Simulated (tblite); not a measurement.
A geometry optimisation, step by step.

Compound: C3H8GeO2Si.
Numbering: `[CH:1]#[C:2][Si@H:3]([OH:4])[CH2:5][O:6][GeH3:7]` (hydrogens: H8 on C1; H9 on Si3; H10 on O4; H11, H12 on C5; H13, H14, H15 on Ge7)

Computed with GFN2-xTB (tblite), gas phase: L-BFGS steps from a force-field or distance-geometry start until the largest atomic force falls under 0.01 eV/Å. 10 of its 101 geometries are shown.

Step 0: E = -604.9730 eV, largest atomic force 2.465 eV/Å
```
atom  x, y, z in Å  |  force x, y, z in eV/Å
C1     -2.190    2.677   -0.448   -0.076   0.423  -0.040
C2     -1.931    1.502   -0.421    0.005   0.326   0.145
Si3    -1.496   -0.287   -0.380   -2.176  -0.314   1.115
O4     -2.196   -1.011    0.995   -0.047  -0.857  -2.170
C5      0.319   -0.552   -0.505    0.364  -0.439  -0.987
O6      1.047    0.081    0.484    1.358   0.209   1.105
Ge7     2.760   -0.328    0.129    0.685   0.436   0.338
H8     -2.421    3.719   -0.490    0.110  -0.559   0.037
H9     -2.105   -0.861   -1.605    0.053  -0.072   0.140
H10    -2.640   -1.853    0.698    0.619   1.323   0.904
H11     0.559   -1.625   -0.456   -0.293  -0.046  -0.517
H12     0.654   -0.137   -1.473   -0.160  -0.492  -0.175
H13     3.293    0.765   -0.818   -0.119  -0.302   0.269
H14     3.608   -0.434    1.421   -0.387   0.123  -0.456
H15     2.734   -1.648   -0.659    0.063   0.241   0.291
```

Step 11: E = -605.4169 eV, largest atomic force 0.297 eV/Å
```
atom  x, y, z in Å  |  force x, y, z in eV/Å
C1     -2.201    2.723   -0.439    0.054  -0.284   0.069
C2     -1.960    1.545   -0.346   -0.028   0.106  -0.082
Si3    -1.572   -0.272   -0.404   -0.054   0.107  -0.137
O4     -2.216   -1.020    0.881   -0.014   0.153   0.210
C5      0.306   -0.581   -0.562   -0.109  -0.002  -0.002
O6      1.133   -0.062    0.487   -0.028  -0.069  -0.162
Ge7     2.854   -0.291    0.150   -0.061  -0.088  -0.013
H8     -2.418    3.755   -0.486    0.034  -0.115   0.030
H9     -2.132   -0.882   -1.634    0.013   0.144   0.092
H10    -2.667   -1.857    0.878    0.044   0.014  -0.059
H11     0.430   -1.671   -0.609    0.115  -0.019  -0.065
H12     0.635   -0.191   -1.533    0.001  -0.004   0.015
H13     3.348    0.785   -0.801   -0.063  -0.133   0.167
H14     3.593   -0.347    1.457   -0.120   0.133  -0.098
H15     2.864   -1.625   -0.566    0.217   0.056   0.035
```

Step 22: E = -605.5442 eV, largest atomic force 0.297 eV/Å
```
atom  x, y, z in Å  |  force x, y, z in eV/Å
C1     -2.190    2.705   -0.390    0.023   0.146   0.008
C2     -1.937    1.533   -0.346    0.124  -0.008  -0.023
Si3    -1.584   -0.275   -0.423   -0.080  -0.006   0.035
O4     -2.280   -0.862    0.920    0.044  -0.013   0.000
C5      0.271   -0.681   -0.688   -0.185  -0.025  -0.089
O6      1.125   -0.282    0.388   -0.006  -0.058  -0.291
Ge7     2.872   -0.330    0.177   -0.008   0.031  -0.086
H8     -2.398    3.736   -0.410   -0.022   0.013   0.028
H9     -2.250   -0.797   -1.628   -0.006  -0.077  -0.019
H10    -2.557   -1.768    1.011    0.070  -0.050   0.055
H11     0.377   -1.762   -0.856    0.055   0.034   0.014
H12     0.544   -0.203   -1.642    0.206   0.000   0.211
H13     3.325    0.778   -0.748   -0.086  -0.076   0.017
H14     3.400   -0.128    1.555   -0.061  -0.036   0.023
H15     3.278   -1.655   -0.448   -0.066   0.126   0.117
```

Step 33: E = -605.6014 eV, largest atomic force 0.125 eV/Å
```
atom  x, y, z in Å  |  force x, y, z in eV/Å
C1     -2.122    2.724   -0.348   -0.015  -0.008  -0.017
C2     -1.823    1.560   -0.385   -0.072  -0.019   0.038
Si3    -1.588   -0.270   -0.465   -0.046  -0.040  -0.024
O4     -2.244   -0.803    0.921    0.092  -0.040   0.018
C5      0.235   -0.741   -0.809    0.026  -0.016   0.017
O6      1.071   -0.433    0.306    0.075  -0.020  -0.057
Ge7     2.813   -0.321    0.190    0.011  -0.016   0.107
H8     -2.384    3.742   -0.318    0.082   0.028   0.013
H9     -2.345   -0.820   -1.597   -0.036  -0.008  -0.093
H10    -2.352   -1.725    1.144    0.097   0.078  -0.013
H11     0.326   -1.812   -1.033   -0.031   0.040  -0.037
H12     0.583   -0.206   -1.701   -0.048  -0.044   0.007
H13     3.219    0.763   -0.771   -0.062   0.020   0.008
H14     3.146   -0.047    1.609    0.034   0.087   0.070
H15     3.461   -1.605   -0.271   -0.109  -0.041  -0.038
```

Step 44: E = -605.6523 eV, largest atomic force 0.120 eV/Å
```
atom  x, y, z in Å  |  force x, y, z in eV/Å
C1     -2.045    2.726   -0.316    0.032  -0.080  -0.018
C2     -1.819    1.550   -0.428   -0.035   0.115   0.003
Si3    -1.595   -0.282   -0.543   -0.111   0.002  -0.006
O4     -2.068   -0.774    0.926   -0.073  -0.085  -0.004
C5      0.204   -0.786   -0.927    0.036  -0.006   0.059
O6      0.978   -0.562    0.252   -0.008   0.020   0.030
Ge7     2.701   -0.305    0.254    0.011  -0.070   0.097
H8     -2.234    3.757   -0.217    0.040  -0.036  -0.017
H9     -2.430   -0.847   -1.617   -0.005   0.029   0.042
H10    -1.970   -1.665    1.252    0.077   0.048  -0.023
H11     0.260   -1.846   -1.200    0.052   0.019  -0.031
H12     0.613   -0.218   -1.767   -0.039  -0.012  -0.045
H13     3.038    0.752   -0.756    0.024   0.057  -0.015
H14     2.934    0.084    1.675   -0.006  -0.004  -0.069
H15     3.429   -1.576   -0.115    0.003   0.005  -0.003
```

Step 56: E = -605.6981 eV, largest atomic force 0.404 eV/Å
```
atom  x, y, z in Å  |  force x, y, z in eV/Å
C1     -1.926    2.718   -0.336   -0.057   0.011  -0.012
C2     -1.831    1.524   -0.440   -0.004  -0.069   0.004
Si3    -1.677   -0.318   -0.571    0.014   0.041   0.015
O4     -2.120   -0.983    0.842    0.221  -0.306   0.144
C5      0.152   -0.747   -0.932   -0.028  -0.046   0.001
O6      0.892   -0.506    0.271   -0.051   0.059  -0.017
Ge7     2.626   -0.290    0.290    0.038  -0.058  -0.002
H8     -2.038    3.761   -0.249    0.046  -0.010   0.000
H9     -2.549   -0.866   -1.618    0.067   0.067  -0.004
H10    -1.536   -1.612    1.277   -0.202   0.310  -0.084
H11     0.255   -1.803   -1.203    0.032  -0.014  -0.069
H12     0.555   -0.163   -1.766   -0.024  -0.015   0.046
H13     3.001    0.771   -0.706    0.007   0.013  -0.021
H14     2.886    0.108    1.703   -0.049  -0.043  -0.025
H15     3.307   -1.587   -0.089   -0.010   0.060   0.025
```

Step 67: E = -605.7367 eV, largest atomic force 0.185 eV/Å
```
atom  x, y, z in Å  |  force x, y, z in eV/Å
C1     -1.879    2.692   -0.331    0.052  -0.022   0.032
C2     -1.815    1.493   -0.396    0.000  -0.037   0.008
Si3    -1.696   -0.353   -0.566   -0.005   0.004  -0.029
O4     -2.079   -1.143    0.798    0.071  -0.037   0.047
C5      0.121   -0.760   -0.994    0.033  -0.025   0.003
O6      0.859   -0.553    0.217    0.019   0.053  -0.018
Ge7     2.583   -0.289    0.304    0.007   0.028  -0.027
H8     -1.917    3.741   -0.255   -0.030  -0.005  -0.006
H9     -2.595   -0.813   -1.623   -0.014  -0.038   0.070
H10    -1.382   -1.422    1.395   -0.116   0.110  -0.093
H11     0.248   -1.799   -1.309   -0.032  -0.008  -0.065
H12     0.497   -0.129   -1.803    0.051  -0.005   0.041
H13     2.976    0.769   -0.690   -0.016   0.010   0.034
H14     2.718    0.120    1.729    0.013   0.000   0.003
H15     3.357   -1.546   -0.005   -0.033  -0.028   0.000
```

Step 78: E = -605.7481 eV, largest atomic force 0.076 eV/Å
```
atom  x, y, z in Å  |  force x, y, z in eV/Å
C1     -1.843    2.672   -0.311   -0.016   0.036  -0.012
C2     -1.797    1.474   -0.392    0.007  -0.056  -0.024
Si3    -1.691   -0.368   -0.585    0.020  -0.019  -0.068
O4     -2.061   -1.168    0.775    0.041  -0.013   0.063
C5      0.130   -0.758   -1.025   -0.016  -0.012   0.007
O6      0.843   -0.553    0.202   -0.029   0.011   0.003
Ge7     2.562   -0.286    0.308    0.036   0.014   0.061
H8     -1.897    3.721   -0.241    0.010   0.022   0.030
H9     -2.634   -0.853   -1.586    0.014  -0.007   0.007
H10    -1.373   -1.319    1.423   -0.054   0.028  -0.011
H11     0.262   -1.793   -1.355    0.001   0.015  -0.002
H12     0.528   -0.116   -1.815   -0.036   0.008   0.000
H13     2.956    0.791   -0.665    0.011  -0.016   0.001
H14     2.695    0.121    1.738    0.000  -0.028  -0.037
H15     3.313   -1.557    0.001    0.012   0.018  -0.017
```

Step 89: E = -605.7542 eV, largest atomic force 0.035 eV/Å
```
atom  x, y, z in Å  |  force x, y, z in eV/Å
C1     -1.842    2.648   -0.314   -0.029   0.017   0.011
C2     -1.810    1.452   -0.432   -0.001   0.002   0.025
Si3    -1.694   -0.392   -0.599    0.005  -0.009  -0.013
O4     -2.087   -1.173    0.767   -0.021   0.019  -0.010
C5      0.137   -0.742   -1.022    0.001  -0.002  -0.012
O6      0.849   -0.510    0.201    0.006   0.007   0.000
Ge7     2.578   -0.288    0.305    0.000  -0.019  -0.011
H8     -1.890    3.695   -0.207    0.013   0.001  -0.010
H9     -2.630   -0.907   -1.590    0.018  -0.018  -0.006
H10    -1.460   -1.218    1.486    0.020   0.004   0.015
H11     0.298   -1.773   -1.353    0.005   0.003   0.011
H12     0.509   -0.089   -1.816    0.002  -0.003   0.008
H13     3.004    0.801   -0.639   -0.005   0.013   0.004
H14     2.738    0.064    1.744   -0.019  -0.003  -0.006
H15     3.297   -1.561   -0.057    0.003  -0.012  -0.005
```

Step 100: E = -605.7553 eV, largest atomic force 0.009 eV/Å
```
atom  x, y, z in Å  |  force x, y, z in eV/Å
C1     -1.853    2.647   -0.311   -0.003  -0.003   0.002
C2     -1.819    1.450   -0.428    0.000   0.005  -0.006
Si3    -1.693   -0.393   -0.601   -0.002   0.001  -0.003
O4     -2.092   -1.163    0.769    0.001   0.001  -0.002
C5      0.140   -0.737   -1.020    0.002   0.000   0.001
O6      0.849   -0.497    0.202    0.006  -0.001  -0.002
Ge7     2.580   -0.293    0.301   -0.005  -0.007  -0.002
H8     -1.890    3.693   -0.206   -0.007   0.000  -0.003
H9     -2.610   -0.931   -1.599   -0.001   0.004   0.001
H10    -1.471   -1.194    1.494    0.008   0.002   0.004
H11     0.307   -1.769   -1.345   -0.002  -0.003   0.002
H12     0.511   -0.087   -1.817   -0.001   0.001   0.003
H13     3.010    0.805   -0.632    0.002   0.004   0.004
H14     2.739    0.045    1.743    0.002  -0.004   0.000
H15     3.287   -1.569   -0.079    0.000  -0.001   0.000
```

Q: Summarise the path.

A: The energy falls by 75.48 kJ/mol from step 0 to step 100; nine tenths of that is first reached at step 53. It rises by more than 0.2 meV at step 61. The largest force goes from 2.465 to 0.009 eV/Å. Among the bonds Si3–O4 changes most, from 1.704 to 1.621 Å; the atoms move by 0.688 Å rms after alignment.

Q: Follow the three bonds and two angles with the largest change from start to end.

A: 
```json
{"step": "0", "E above end (kJ/mol)": "75.48", "largest force (eV/Å)": "2.465", "Si3–O4 (Å)": "1.704", "Si3–C5 (Å)": "1.838", "Ge7–H14 (Å)": "1.549", "C5–O6–Ge7 (°)": "104.9", "Si3–O4–H10 (°)": "107.5"}
{"step": "4", "E above end (kJ/mol)": "44.14", "largest force (eV/Å)": "0.558", "Si3–O4 (Å)": "1.617", "Si3–C5 (Å)": "1.899", "Ge7–H14 (Å)": "1.486", "C5–O6–Ge7 (°)": "106.8", "Si3–O4–H10 (°)": "115.3"}
{"step": "9", "E above end (kJ/mol)": "35.26", "largest force (eV/Å)": "0.447", "Si3–O4 (Å)": "1.621", "Si3–C5 (Å)": "1.898", "Ge7–H14 (Å)": "1.490", "C5–O6–Ge7 (°)": "110.8", "Si3–O4–H10 (°)": "124.0"}
{"step": "13", "E above end (kJ/mol)": "30.69", "largest force (eV/Å)": "0.316", "Si3–O4 (Å)": "1.628", "Si3–C5 (Å)": "1.917", "Ge7–H14 (Å)": "1.503", "C5–O6–Ge7 (°)": "113.2", "Si3–O4–H10 (°)": "125.8"}
{"step": "17", "E above end (kJ/mol)": "24.69", "largest force (eV/Å)": "0.248", "Si3–O4 (Å)": "1.625", "Si3–C5 (Å)": "1.916", "Ge7–H14 (Å)": "1.488", "C5–O6–Ge7 (°)": "117.9", "Si3–O4–H10 (°)": "124.6"}
{"step": "22", "E above end (kJ/mol)": "20.36", "largest force (eV/Å)": "0.297", "Si3–O4 (Å)": "1.623", "Si3–C5 (Å)": "1.917", "Ge7–H14 (Å)": "1.490", "C5–O6–Ge7 (°)": "119.7", "Si3–O4–H10 (°)": "123.2"}
{"step": "26", "E above end (kJ/mol)": "17.84", "largest force (eV/Å)": "0.207", "Si3–O4 (Å)": "1.622", "Si3–C5 (Å)": "1.917", "Ge7–H14 (Å)": "1.496", "C5–O6–Ge7 (°)": "123.8", "Si3–O4–H10 (°)": "123.1"}
{"step": "30", "E above end (kJ/mol)": "16.18", "largest force (eV/Å)": "0.155", "Si3–O4 (Å)": "1.626", "Si3–C5 (Å)": "1.930", "Ge7–H14 (Å)": "1.484", "C5–O6–Ge7 (°)": "124.6", "Si3–O4–H10 (°)": "123.7"}
{"step": "35", "E above end (kJ/mol)": "13.85", "largest force (eV/Å)": "0.200", "Si3–O4 (Å)": "1.618", "Si3–C5 (Å)": "1.906", "Ge7–H14 (Å)": "1.488", "C5–O6–Ge7 (°)": "123.9", "Si3–O4–H10 (°)": "125.6"}
{"step": "39", "E above end (kJ/mol)": "11.10", "largest force (eV/Å)": "0.225", "Si3–O4 (Å)": "1.619", "Si3–C5 (Å)": "1.911", "Ge7–H14 (Å)": "1.488", "C5–O6–Ge7 (°)": "125.3", "Si3–O4–H10 (°)": "125.1"}
{"step": "43", "E above end (kJ/mol)": "10.18", "largest force (eV/Å)": "0.091", "Si3–O4 (Å)": "1.620", "Si3–C5 (Å)": "1.908", "Ge7–H14 (Å)": "1.490", "C5–O6–Ge7 (°)": "124.3", "Si3–O4–H10 (°)": "124.2"}
{"step": "48", "E above end (kJ/mol)": "9.17", "largest force (eV/Å)": "0.111", "Si3–O4 (Å)": "1.621", "Si3–C5 (Å)": "1.915", "Ge7–H14 (Å)": "1.486", "C5–O6–Ge7 (°)": "123.5", "Si3–O4–H10 (°)": "122.8"}
{"step": "52", "E above end (kJ/mol)": "7.58", "largest force (eV/Å)": "0.333", "Si3–O4 (Å)": "1.623", "Si3–C5 (Å)": "1.915", "Ge7–H14 (Å)": "1.487", "C5–O6–Ge7 (°)": "123.2", "Si3–O4–H10 (°)": "121.1"}
{"step": "57", "E above end (kJ/mol)": "5.28", "largest force (eV/Å)": "0.230", "Si3–O4 (Å)": "1.622", "Si3–C5 (Å)": "1.914", "Ge7–H14 (Å)": "1.489", "C5–O6–Ge7 (°)": "122.9", "Si3–O4–H10 (°)": "119.7"}
{"step": "61", "E above end (kJ/mol)": "4.22", "largest force (eV/Å)": "0.755", "Si3–O4 (Å)": "1.624", "Si3–C5 (Å)": "1.904", "Ge7–H14 (Å)": "1.493", "C5–O6–Ge7 (°)": "123.1", "Si3–O4–H10 (°)": "118.6"}
{"step": "65", "E above end (kJ/mol)": "2.28", "largest force (eV/Å)": "0.134", "Si3–O4 (Å)": "1.624", "Si3–C5 (Å)": "1.911", "Ge7–H14 (Å)": "1.487", "C5–O6–Ge7 (°)": "124.2", "Si3–O4–H10 (°)": "119.6"}
{"step": "70", "E above end (kJ/mol)": "1.35", "largest force (eV/Å)": "0.081", "Si3–O4 (Å)": "1.621", "Si3–C5 (Å)": "1.910", "Ge7–H14 (Å)": "1.491", "C5–O6–Ge7 (°)": "125.6", "Si3–O4–H10 (°)": "119.8"}
{"step": "74", "E above end (kJ/mol)": "0.93", "largest force (eV/Å)": "0.073", "Si3–O4 (Å)": "1.623", "Si3–C5 (Å)": "1.910", "Ge7–H14 (Å)": "1.487", "C5–O6–Ge7 (°)": "125.2", "Si3–O4–H10 (°)": "119.0"}
{"step": "78", "E above end (kJ/mol)": "0.69", "largest force (eV/Å)": "0.076", "Si3–O4 (Å)": "1.621", "Si3–C5 (Å)": "1.913", "Ge7–H14 (Å)": "1.493", "C5–O6–Ge7 (°)": "124.4", "Si3–O4–H10 (°)": "118.8"}
{"step": "83", "E above end (kJ/mol)": "0.43", "largest force (eV/Å)": "0.048", "Si3–O4 (Å)": "1.622", "Si3–C5 (Å)": "1.911", "Ge7–H14 (Å)": "1.488", "C5–O6–Ge7 (°)": "124.7", "Si3–O4–H10 (°)": "119.0"}
{"step": "87", "E above end (kJ/mol)": "0.15", "largest force (eV/Å)": "0.060", "Si3–O4 (Å)": "1.621", "Si3–C5 (Å)": "1.912", "Ge7–H14 (Å)": "1.491", "C5–O6–Ge7 (°)": "124.5", "Si3–O4–H10 (°)": "120.0"}
{"step": "91", "E above end (kJ/mol)": "0.07", "largest force (eV/Å)": "0.042", "Si3–O4 (Å)": "1.622", "Si3–C5 (Å)": "1.911", "Ge7–H14 (Å)": "1.489", "C5–O6–Ge7 (°)": "124.1", "Si3–O4–H10 (°)": "119.7"}
{"step": "96", "E above end (kJ/mol)": "0.01", "largest force (eV/Å)": "0.012", "Si3–O4 (Å)": "1.621", "Si3–C5 (Å)": "1.912", "Ge7–H14 (Å)": "1.489", "C5–O6–Ge7 (°)": "124.0", "Si3–O4–H10 (°)": "120.1"}
{"step": "100", "E above end (kJ/mol)": "0.00", "largest force (eV/Å)": "0.009", "Si3–O4 (Å)": "1.621", "Si3–C5 (Å)": "1.911", "Ge7–H14 (Å)": "1.489", "C5–O6–Ge7 (°)": "124.0", "Si3–O4–H10 (°)": "119.8"}
```

What follows is the cost of the whole relaxation. The run took 0.72 s on Arm Neoverse V1, one thread, shared host.
